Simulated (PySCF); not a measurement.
## Ionising InN

UHF-MP2; PySCF, scalar-relativistic core potentials, basis sets In def2-TZVPPD with ECP28, N def2-TZVPPD. Neutral (UHF): triplet (π ↑↑), Re = 2.189 Å, ωe = 484 cm⁻¹, De = 1.55 eV.

InN⁺ (UHF): quartet (σ ↑, π ↑↑), Re = 3.167 Å, ωe = 76.7 cm⁻¹, De = 0.09 eV to In⁺ + N. The energies at the minima are -244.01401 hartree for InN and -243.76052 for InN⁺.

Question: Work out the adiabatic ionisation energy, without and with harmonic zero-point energies (1 hartree = 27.2114 eV, 1 eV = 8065.5 cm⁻¹), and the change of the bond length.

Answer: At UHF-MP2: 0.25349 hartree = 6.898 eV between the minima; the zero-point term (76.7 − 484.0)/2 cm⁻¹ = -0.025 eV makes it 6.873 eV. Re changes by +97.8 pm against the neutral. The electron leaves a σ orbital, and the ion is left as a loose complex of an ion and an atom.

InN⁻ (ROHF): doublet (π ↑), Re = 2.045 Å, ωe = 581 cm⁻¹, De = 2.74 eV to In⁻ + N. The energies at the minima are -244.01401 hartree for InN and -244.06758 for InN⁻.

Question: Work out the adiabatic electron affinity, without and with harmonic zero-point energies (1 hartree = 27.2114 eV, 1 eV = 8065.5 cm⁻¹), and the change of the bond length.

Answer: At MP2: 0.05357 hartree = 1.458 eV between the minima; the zero-point term (484.0 − 581.0)/2 cm⁻¹ = -0.006 eV makes it 1.452 eV. Re changes by -14.4 pm against the neutral. The electron enters a π orbital; the charge polarises the partner, so the anion is bound more strongly.

Correlated steps freeze 5 core orbitals. UHF and ROHF references stand side by side, which adds small steps between rows. Weak bonds: InN⁺. Basis-set superposition, not corrected here, can be much of De in a small basis, most of all at correlated wavefunction levels. Spin–orbit coupling is left out, which matters for elements this heavy, above all for dissociation energies. For an ion De counts to the pair picked by the measured ionisation energies or electron affinities, which need not be the lowest pair at this level. States were picked by a PBE0 search and need not be the measured ground states.

Neutral and ion stand on different kinds of reference determinant, which adds to the error of the difference.
